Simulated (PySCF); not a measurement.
## Zinc: a sound run and one with changed settings

Sound run: Zn [Ar] 3d10 4s2, Zn⁺ [Ar] 3d10 4s1. Calculation: PySCF 2.14, in aug-cc-pVDZ-PP with ECP10MDF (5s5p4d2f, 54 functions); a scalar-relativistic core potential. In the sound run the correlated levels freeze 3s2 3p6 outside the core potential. The sound run starts from symmetry-adapted Hartree-Fock orbitals and uses a fine grid where one is needed.

Changed run: a valence shell is frozen. This setting is unsound on purpose.

```csv
species,method,sound run (hartree),changed run (hartree),converged
Zn,MP2,-226.42133,-225.97479,yes
```

Ionisation energy of Zn:

```
 method  sound run (eV)  changed run (eV)
    UHF           7.873             7.873
    MP2           9.170             8.478
SCS-MP2           9.181             8.599
```

Freezing a valence shell removes pair correlation that changes on ionisation.

For comparison, NIST gives 9.394 eV between the lowest levels.
